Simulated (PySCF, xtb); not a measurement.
C₃H₉NOSi, SMILES O[Si@@H](/C=C/C)N. The values are those of a single conformer.

Harmonic wavenumbers (cm⁻¹) from xtb with GFN2-xTB at its own minimum, in rising order: 41, 111, 136, 147, 164, 221, 249, 279, 311, 413, 535, 643, 697, 703, 758, 789, 827, 869, 929, 989, 1015, 1039, 1098, 1250, 1310, 1399, 1479, 1485, 1527, 1697, 2226, 2989, 3004, 3027, 3039, 3048, 3476, 3509, 3692.

Task: What does PySCF 2.14.0 with ωB97X-D3(BJ)/def2-SVP give at its own minimum? (The exact figures need the calculation; the answer reports its results.)

Result: 62, 115, 143, 171, 202, 250, 276, 344, 349, 434, 437, 707, 735, 769, 801, 842, 895, 915, 962, 967, 1032, 1083, 1104, 1251, 1334, 1402, 1462, 1465, 1554, 1745, 2234, 3057, 3137, 3157, 3157, 3172, 3618, 3714, 3936. Paired by order, the mean absolute difference is 56 cm⁻¹ and the zero-point energies are 73.1 and 75.8 kcal/mol.
